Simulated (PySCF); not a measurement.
H9PSi3, charge +1, doublet, geometry from GFN2-xTB (a state made from the parent by changing its charge; the spin is typed, not shown lowest); DF-PBE/pcseg-1 (PySCF).

The PySCF input:
```python
from pyscf import gto, scf, dft

mol = gto.M(
    atom='''
Si   -0.762692    1.812644   -1.177528
P     0.004714   -0.004974   -0.012937
Si    2.253683   -0.347574    0.260665
Si   -1.493826   -1.461282    0.925951
H     0.466367    2.484487   -1.587333
H    -1.564211    2.529736   -0.189294
H    -1.534004    1.213400   -2.263577
H     2.843568    0.481957   -0.785332
H     2.395987   -1.788121    0.069580
H     2.500460    0.112651    1.625155
H    -0.719856   -2.691072    1.063207
H    -2.574548   -1.505522   -0.054531
H    -1.844775   -0.815942    2.188936
''',
    basis='pcseg-1',
    charge=1,
    spin=1,
    verbose=4,
)

mf = dft.UKS(mol)
mf.xc = 'pbe'
mf.diis = False
mf.max_cycle = 100
mf = mf.density_fit(auxbasis='def2-universal-jkfit')
mf.kernel()
mf.analyze()
```

What the program printed (banner, timings and long lists left out):

```
PySCF version 2.14.0

[INPUT] verbose = 4
[INPUT] num. atoms = 13
[INPUT] num. electrons = 65
[INPUT] charge = 1
[INPUT] spin (= nelec alpha-beta = 2S) = 1
[INPUT] symmetry False subgroup None
[INPUT] Mole.unit = angstrom
[INPUT] Symbol           X                Y                Z      unit          X                Y                Z       unit  Magmom
[...]
nuclear repulsion = 328.591931045448
number of shells = 30
number of NR pGTOs = 239
number of NR cGTOs = 117
basis = pcseg-1
ecp = {}

******** <class 'pyscf.df.df_jk.DFUKS'> ********
method = DFUKS
initial guess = minao
damping factor = 0
level_shift factor = 0
DIIS disabled
SCF conv_tol = 1e-09
SCF conv_tol_grad = None
SCF max_cycles = 100
direct_scf = False
number electrons alpha = 33  beta = 32
XC library pyscf.dft.libxc version 7.1.2
    S. Lehtola, C. Steigemann, M. J. T. Oliveira, and M. A. L. Marques,  SoftwareX 7, 1–5 (2018)
XC functionals = pbe
    J. P. Perdew, K. Burke, and M. Ernzerhof,  Phys. Rev. Lett. 77, 3865 (1996)
    J. P. Perdew, K. Burke, and M. Ernzerhof,  Phys. Rev. Lett. 78, 1396 (1997)
    J. P. Perdew, K. Burke, and M. Ernzerhof,  Phys. Rev. Lett. 77, 3865 (1996)
    J. P. Perdew, K. Burke, and M. Ernzerhof,  Phys. Rev. Lett. 78, 1396 (1997)
radial grids:
    Treutler-Ahlrichs [JCP 102, 346 (1995); DOI:10.1063/1.469408] (M4) radial grids

becke partition: Becke, JCP 88, 2547 (1988); DOI:10.1063/1.454033
pruning grids: <function nwchem_prune>
grids dens level: 3
symmetrized grids: False
atomic radii adjust function: <function treutler_atomic_radii_adjust>
small_rho_cutoff = 0
Set gradient conv threshold to 3.16228e-05
tot grids = 164992
init E= -1214.34831619323

cycle= 1 E= -1214.25685535563  delta_E= 0.0915  |g|= 0.157  |ddm|=  2.5
cycle= 2 E= -1214.24907821565  delta_E= 0.00778  |g|= 0.174  |ddm|= 0.569
cycle= 3 E= -1214.21960948962  delta_E= 0.0295  |g|= 0.253  |ddm|= 0.739
cycle= 4 E= -1214.07454524067  delta_E= 0.145  |g|= 0.488  |ddm|= 1.23
cycle= 5 E= -1213.69651458757  delta_E= 0.378  |g|= 0.805  |ddm|= 2.12
cycle= 6 E= -1212.03243925145  delta_E= 1.66  |g|= 1.67  |ddm|= 4.03
cycle= 7 E= -1206.65840876955  delta_E= 5.37  |g|= 1.98  |ddm|= 11.6
cycle= 8 E= -1173.98515958155  delta_E= 32.7  |g|= 5.31  |ddm|= 16.6
cycle= 9 E= -1126.50060853816  delta_E= 47.5  |g|= 4.14  |ddm|= 21.4

cycle= 10 E= -1161.98580248294  delta_E= -35.5  |g|= 2.99  |ddm|= 39.2
cycle= 11 E= -1086.38482757908  delta_E= 75.6  |g|= 3.42  |ddm|= 40.3
cycle= 12 E= -1160.99490314021  delta_E= -74.6  |g|= 3.08  |ddm|= 44.7
cycle= 13 E= -1085.49095877999  delta_E= 75.5  |g|= 3.57  |ddm|= 44.4

cycle= 14 E= -1160.43146248639  delta_E= -74.9  |g|= 3.37  |ddm|= 46.8
cycle= 15 E= -1085.2499086229  delta_E= 75.2  |g|= 3.61  |ddm|= 46.9
cycle= 16 E= -1160.28513032325  delta_E=  -75  |g|= 3.46  |ddm|= 47.2
cycle= 17 E= -1085.15337405607  delta_E= 75.1  |g|= 3.62  |ddm|= 47.2
cycle= 18 E= -1160.25424999939  delta_E= -75.1  |g|= 3.49  |ddm|= 47.2
cycle= 19 E= -1085.004710114  delta_E= 75.2  |g|= 3.63  |ddm|= 47.1
cycle= 20 E= -1160.25248995173  delta_E= -75.2  |g|= 3.51  |ddm|=   47
cycle= 21 E= -1084.26093425862  delta_E=   76  |g|= 3.67  |ddm|= 47.4
cycle= 22 E= -1160.1797555749  delta_E= -75.9  |g|= 3.63  |ddm|= 46.7
cycle= 23 E= -1083.00425085398  delta_E= 77.2  |g|=  3.7  |ddm|= 46.9
cycle= 24 E= -1159.66710704368  delta_E= -76.7  |g|= 4.12  |ddm|= 45.3
cycle= 25 E= -1081.40700092788  delta_E= 78.3  |g|= 3.85  |ddm|= 45.3
cycle= 26 E= -1134.69442438798  delta_E= -53.3  |g|= 4.87  |ddm|= 44.6
cycle= 27 E= -1041.35983727256  delta_E= 93.3  |g|= 4.69  |ddm|= 64.2

cycle= 28 E= -1061.37017039929  delta_E=  -20  |g|=    4  |ddm|= 53.3

cycle= 29 E= -884.212150820079  delta_E=  177  |g|= 8.03  |ddm|= 94.8
cycle= 30 E= -1037.1530118574  delta_E= -153  |g|=  4.7  |ddm|=   96

cycle= 31 E= -921.036265851729  delta_E=  116  |g|= 8.77  |ddm|= 74.3

cycle= 32 E= -1029.47274273636  delta_E= -108  |g|= 5.29  |ddm|= 75.1
cycle= 33 E= -1022.39859353049  delta_E= 7.07  |g|= 7.39  |ddm|= 54.3

cycle= 34 E= -1023.06227154041  delta_E= -0.664  |g|= 5.99  |ddm|= 65.5
cycle= 35 E= -1023.75551787664  delta_E= -0.693  |g|= 6.62  |ddm|= 64.4

cycle= 36 E= -1017.75852487817  delta_E=    6  |g|= 6.59  |ddm|= 66.2

cycle= 37 E= -1020.76643160341  delta_E= -3.01  |g|= 6.27  |ddm|=   68

cycle= 38 E= -1017.78933001587  delta_E= 2.98  |g|= 6.49  |ddm|= 67.3

cycle= 39 E= -1020.74150782603  delta_E= -2.95  |g|= 6.28  |ddm|= 67.4

cycle= 40 E= -1017.78149459178  delta_E= 2.96  |g|= 6.48  |ddm|= 67.4

cycle= 41 E= -1020.74384263033  delta_E= -2.96  |g|= 6.28  |ddm|= 67.4

cycle= 42 E= -1017.78084761029  delta_E= 2.96  |g|= 6.48  |ddm|= 67.4

cycle= 43 E= -1020.74405578422  delta_E= -2.96  |g|= 6.28  |ddm|= 67.4

cycle= 44 E= -1017.78080160952  delta_E= 2.96  |g|= 6.48  |ddm|= 67.4

cycle= 45 E= -1020.74407150396  delta_E= -2.96  |g|= 6.28  |ddm|= 67.4

cycle= 46 E= -1017.78079851245  delta_E= 2.96  |g|= 6.48  |ddm|= 67.4

cycle= 47 E= -1020.74407259695  delta_E= -2.96  |g|= 6.28  |ddm|= 67.4

cycle= 48 E= -1017.78079830847  delta_E= 2.96  |g|= 6.48  |ddm|= 67.4

cycle= 49 E= -1020.7440726708  delta_E= -2.96  |g|= 6.28  |ddm|= 67.4

cycle= 50 E= -1017.78079829521  delta_E= 2.96  |g|= 6.48  |ddm|= 67.4

cycle= 51 E= -1020.74407267569  delta_E= -2.96  |g|= 6.28  |ddm|= 67.4

cycle= 52 E= -1017.78079829436  delta_E= 2.96  |g|= 6.48  |ddm|= 67.4

cycle= 53 E= -1020.74407267602  delta_E= -2.96  |g|= 6.28  |ddm|= 67.4

cycle= 54 E= -1017.7807982943  delta_E= 2.96  |g|= 6.48  |ddm|= 67.4

cycle= 55 E= -1020.74407267604  delta_E= -2.96  |g|= 6.28  |ddm|= 67.4

cycle= 56 E= -1017.7807982943  delta_E= 2.96  |g|= 6.48  |ddm|= 67.4

cycle= 57 E= -1020.74407267604  delta_E= -2.96  |g|= 6.28  |ddm|= 67.4

cycle= 58 E= -1017.78079829431  delta_E= 2.96  |g|= 6.48  |ddm|= 67.4

cycle= 59 E= -1020.74407267604  delta_E= -2.96  |g|= 6.28  |ddm|= 67.4

cycle= 60 E= -1017.78079829427  delta_E= 2.96  |g|= 6.48  |ddm|= 67.4

cycle= 61 E= -1020.74407267605  delta_E= -2.96  |g|= 6.28  |ddm|= 67.4
[...]
SCF not converged.
Total Energy =                       -1017.780798294288616
[...]

 ** Mulliken spin pop alpha/beta on meta-lowdin orthogonal AOs **
 ** Mulliken Spin Density (per AO)  **
spin_pop of  0 Si 1s        0.00000
spin_pop of  0 Si 2s        0.00000
spin_pop of  0 Si 3s        0.00001
spin_pop of  0 Si 4s       -0.00001
spin_pop of  0 Si 2px      -0.00000
spin_pop of  0 Si 2py       0.00000
spin_pop of  0 Si 2pz       0.00000
spin_pop of  0 Si 3px       0.00003
spin_pop of  0 Si 3py       0.00042
spin_pop of  0 Si 3pz       0.00085
spin_pop of  0 Si 4px       0.00008
spin_pop of  0 Si 4py       0.00006
spin_pop of  0 Si 4pz       0.00045
spin_pop of  0 Si 3dxy      0.00001
spin_pop of  0 Si 3dyz      0.00000
spin_pop of  0 Si 3dz^2     0.00000
spin_pop of  0 Si 3dxz     -0.00000
spin_pop of  0 Si 3dx2-y2    0.00002
spin_pop of  1 P 1s        0.00000
spin_pop of  1 P 2s        0.00001
spin_pop of  1 P 3s        0.00001
spin_pop of  1 P 4s        0.00011
spin_pop of  1 P 2px       0.00000
spin_pop of  1 P 2py       0.00000
spin_pop of  1 P 2pz       0.00001
spin_pop of  1 P 3px       0.00016
spin_pop of  1 P 3py      -0.00001
spin_pop of  1 P 3pz       0.00654
spin_pop of  1 P 4px       0.00070
spin_pop of  1 P 4py      -0.00002
spin_pop of  1 P 4pz       0.00002
spin_pop of  1 P 3dxy      0.00014
spin_pop of  1 P 3dyz      0.00025
spin_pop of  1 P 3dz^2     0.00006
spin_pop of  1 P 3dxz      0.00079
spin_pop of  1 P 3dx2-y2    0.00005
spin_pop of  2 Si 1s        0.00000
spin_pop of  2 Si 2s        0.00001
spin_pop of  2 Si 3s        0.00333
spin_pop of  2 Si 4s        0.01470
spin_pop of  2 Si 2px       0.00000
spin_pop of  2 Si 2py       0.00006
spin_pop of  2 Si 2pz       0.00001
spin_pop of  2 Si 3px       0.00005
spin_pop of  2 Si 3py       0.01285
spin_pop of  2 Si 3pz       0.02412
spin_pop of  2 Si 4px       0.00013
spin_pop of  2 Si 4py       0.07259
spin_pop of  2 Si 4pz       0.06036
spin_pop of  2 Si 3dxy      0.00009
spin_pop of  2 Si 3dyz      0.00080
spin_pop of  2 Si 3dz^2     0.00768
spin_pop of  2 Si 3dxz      0.00001
spin_pop of  2 Si 3dx2-y2    0.00194
spin_pop of  3 Si 1s       -0.00000
spin_pop of  3 Si 2s        0.00000
spin_pop of  3 Si 3s        0.00001
spin_pop of  3 Si 4s        0.00000
spin_pop of  3 Si 2px       0.00000
spin_pop of  3 Si 2py       0.00000
spin_pop of  3 Si 2pz       0.00000
spin_pop of  3 Si 3px      -0.00000
spin_pop of  3 Si 3py       0.00001
spin_pop of  3 Si 3pz       0.00002
spin_pop of  3 Si 4px       0.00001
spin_pop of  3 Si 4py       0.00000
spin_pop of  3 Si 4pz       0.00037
spin_pop of  3 Si 3dxy      0.00001
spin_pop of  3 Si 3dyz      0.00001
spin_pop of  3 Si 3dz^2     0.00001
spin_pop of  3 Si 3dxz      0.00000
spin_pop of  3 Si 3dx2-y2    0.00000
spin_pop of  4 H 1s        0.00005
spin_pop of  4 H 2s       -0.00001
spin_pop of  4 H 2px      -0.00000
spin_pop of  4 H 2py       0.00000
spin_pop of  4 H 2pz       0.00000
spin_pop of  5 H 1s        0.00002
spin_pop of  5 H 2s        0.00001
spin_pop of  5 H 2px       0.00001
spin_pop of  5 H 2py       0.00000
spin_pop of  5 H 2pz       0.00000
spin_pop of  6 H 1s        0.00004
spin_pop of  6 H 2s        0.00006
spin_pop of  6 H 2px       0.00001
spin_pop of  6 H 2py       0.00000
spin_pop of  6 H 2pz       0.00000
spin_pop of  7 H 1s        0.02455
spin_pop of  7 H 2s        0.07922
spin_pop of  7 H 2px       0.02204
spin_pop of  7 H 2py       0.25250
spin_pop of  7 H 2pz       0.38858
spin_pop of  8 H 1s        0.00109
spin_pop of  8 H 2s        0.01320
spin_pop of  8 H 2px       0.00179
spin_pop of  8 H 2py       0.00002
spin_pop of  8 H 2pz       0.00356
spin_pop of  9 H 1s        0.00021
spin_pop of  9 H 2s        0.00025
spin_pop of  9 H 2px       0.00193
spin_pop of  9 H 2py       0.00002
spin_pop of  9 H 2pz       0.00086
spin_pop of  10 H 1s        0.00000
spin_pop of  10 H 2s        0.00006
spin_pop of  10 H 2px       0.00000
spin_pop of  10 H 2py       0.00000
spin_pop of  10 H 2pz       0.00000
spin_pop of  11 H 1s       -0.00000
spin_pop of  11 H 2s        0.00003
spin_pop of  11 H 2px       0.00000
spin_pop of  11 H 2py       0.00000
spin_pop of  11 H 2pz       0.00000
spin_pop of  12 H 1s        0.00000
spin_pop of  12 H 2s        0.00001
spin_pop of  12 H 2px       0.00000
spin_pop of  12 H 2py       0.00000
spin_pop of  12 H 2pz       0.00000
 ** Mulliken Spin Density (per atom)  **
spin density of  0 Si =      0.00192
spin density of  1 P =      0.00882
spin density of  2 Si =      0.19873
spin density of  3 Si =      0.00043
spin density of  4 H =      0.00003
spin density of  5 H =      0.00005
spin density of  6 H =      0.00011
spin density of  7 H =      0.76689
spin density of  8 H =      0.01966
spin density of  9 H =      0.00326
spin density of  10 H =      0.00006
spin density of  11 H =      0.00003
spin density of  12 H =      0.00001
 ** Mulliken pop alpha/beta on meta-lowdin orthogonal AOs **
 ** Mulliken pop       alpha | beta **
In total            33.00000 | 32.00000
 ** Mulliken atomic charges   ( Nelec_alpha | Nelec_beta ) **
charge of  0Si =      2.90664  (     5.54764      5.54572 )
charge of  1P =      2.65294  (     6.17794      6.16912 )
charge of  2Si =    -15.89287  (    15.04580     14.84707 )
charge of  3Si =     11.95755  (     1.02144      1.02101 )
charge of  4H =      0.02418  (     0.48793      0.48789 )
charge of  5H =      0.99418  (     0.00293      0.00289 )
charge of  6H =      0.99413  (     0.00299      0.00288 )
charge of  7H =     -3.33866  (     2.55277      1.78589 )
charge of  8H =     -1.13084  (     1.07525      1.05559 )
charge of  9H =     -1.16341  (     1.08333      1.08007 )
charge of  10H =      0.99780  (     0.00113      0.00107 )
charge of  11H =      0.99892  (     0.00055      0.00052 )
charge of  12H =      0.99945  (     0.00028      0.00027 )

WARN: System has nonzero charge 1; the dipole moment is origin-dependent.
Location of origin: [0. 0. 0.]

Dipole moment(X, Y, Z, Debye): -401.97773, -46.96534, 28.78046
```

Convergence was not reached.
